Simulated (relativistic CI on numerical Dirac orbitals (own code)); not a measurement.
# Radial parameters of Dy49+

Calculated at this level of theory: Dirac-Coulomb-Breit CI, orbitals from a KLI potential per configuration, a model potential for QED, unscaled Slater integrals (own radial code, finite nucleus).

Slater integrals F^k, G^k are unscaled and averaged over j, outside the closed core [Ne]; ζ comes from projecting the Hamiltonian with its Breit term on Σ l·s of the shell.

- 3s2 3p5: ζ(3p) = 1.086e+06 cm⁻¹; <r>(3p) = 0.2112, <r^2>(3p) = 0.05161 (bohr units).
- 3s2 3p4 3d: F^2(3p,3p) = 464320, ζ(3p) = 1.0851e+06, F^2(3p,3d) = 468160, G^1(3p,3d) = 487770, G^3(3p,3d) = 329160, ζ(3d) = 148240 cm⁻¹; <r>(3p) = 0.2114, <r^2>(3p) = 0.05169, <r>(3d) = 0.1871, <r^2>(3d) = 0.04041 (bohr units).
- 3s 3p5 3d: G^1(3s,3p) = 588450, ζ(3p) = 1.0848e+06, G^2(3s,3d) = 369860, F^2(3p,3d) = 467930, G^1(3p,3d) = 487670, G^3(3p,3d) = 329050, ζ(3d) = 148900 cm⁻¹; <r>(3s) = 0.2165, <r^2>(3s) = 0.05352, <r>(3p) = 0.2115, <r^2>(3p) = 0.05174, <r>(3d) = 0.1872, <r^2>(3d) = 0.04047 (bohr units).

Averages of the first 10 configurations, taken without configuration mixing, which lowers the lowest level and can move excited configurations by several eV; other configurations of the list can lie among them:

```tsv
Configuration	Parity	States	Average energy above the lowest level (eV)
3s2 3p5	odd	6	76.3
3s 3p6	even	2	391.9
3s2 3p4 3d	even	150	386.5
3s 3p5 3d	odd	120	693.4
3p6 3d	even	10	1020.5
3s 3p4 3d2	even	1350	1002.7
3s2 3p3 3d 4p	even	1200	2473.0
3p6 4s	even	2	2682.2
3s 3p4 3d 4s	even	600	2652.7
3s2 3p4 4s	even	30	2044.8
```
